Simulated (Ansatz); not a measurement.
`CCB(N)N` and `CB(N)N` differ in one atom or group.

Ansatz, PBE0-D4/def2-TZVP geometries, multiplicity 1. Each molecule was computed in one conformer, which needn't be the lowest.

```json
{"property": "size of the dipole moment (B3LYP/def2-TZVPP) / D", "`CCB(N)N`": "1.15"}
{"property": "HOMO–LUMO gap (PBE/def2-TZVPP) / eV", "`CCB(N)N`": "5.43"}
{"property": "size of the dipole moment (PBE/def2-TZVPP) / D", "`CCB(N)N`": "1.20"}
{"property": "HOMO–LUMO gap (ωB97M-V/def2-TZVPP) / eV", "`CCB(N)N`": "11.31"}
{"property": "HOMO–LUMO gap (PBE0/def2-TZVPP) / eV", "`CCB(N)N`": "7.62"}
{"property": "HOMO energy (B3LYP/def2-TZVPP) / eV", "`CCB(N)N`": "-6.53"}
```

What does the change do to each property? (Best estimate.)

Ansatz gave: 
```
                                        property  `CB(N)N`  shift
size of the dipole moment (B3LYP/def2-TZVPP) / D      1.09  -0.06
             HOMO–LUMO gap (PBE/def2-TZVPP) / eV      5.45   0.02
  size of the dipole moment (PBE/def2-TZVPP) / D      1.13  -0.07
         HOMO–LUMO gap (ωB97M-V/def2-TZVPP) / eV     11.27  -0.04
            HOMO–LUMO gap (PBE0/def2-TZVPP) / eV      7.62   0.00
             HOMO energy (B3LYP/def2-TZVPP) / eV     -6.52   0.01
```

Dipoles are sizes alone; their direction can turn.

B3LYP here is the variant with VWN-RPA as its local correlation; programs differ in this.
